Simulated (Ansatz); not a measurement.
Compare A (`[SiH3]O/C=C\Br`) with its isomer B (`C=CO[SiH2]Br`).

Gas-phase electronic energies from Ansatz, PBE0-D4/def2-TZVP geometries. CBS: MP2 limit from def2 TZ/QZ plus the TZ coupled-cluster correction, frozen cores. Functionals use def2-TZVPP. B3LYP here is the variant with VWN-RPA as its local correlation; programs differ in this. For Br outer-core shells are correlated without core-valence functions, which leaves a few kJ/mol of doubt a bond. Scalar relativity is left out up to krypton. Each species was taken in one conformer, which may not be the lowest.

Task: Which isomer does CCSD(T)/CBS put lower? Give the gap. (Estimate.)

Result: The calculation gave: B, by 38.8 kcal/mol.

Task: Give E(B) − E(A) in kcal/mol with B3LYP-D4, CCSD/def2-TZVPP, CCSD(T)/def2-TZVPP, ωB97M-V, HF/def2-TZVPP, MP2/def2-TZVPP, PBE-D4. (An estimate is asked.)

Result: Ansatz gave: B3LYP-D4 -37.2, CCSD/def2-TZVPP -37.7, CCSD(T)/def2-TZVPP -37.2, ωB97M-V -38.6, HF/def2-TZVPP -40.4, MP2/def2-TZVPP -37.7, PBE-D4 -36.3. None reverses the order clearly.

Largest T1 diagnostic: 0.011.

In def2-TZVPP, CCSD(T) changes the Hartree–Fock value by +3.2 kcal/mol (the triples alone add +0.6 kcal/mol) and MP2 by +2.7 kcal/mol. From PBE to PBE0 (25 % exact exchange), in def2-TZVPP and without D4, E(B) − E(A) moves by −1.5 kcal/mol.
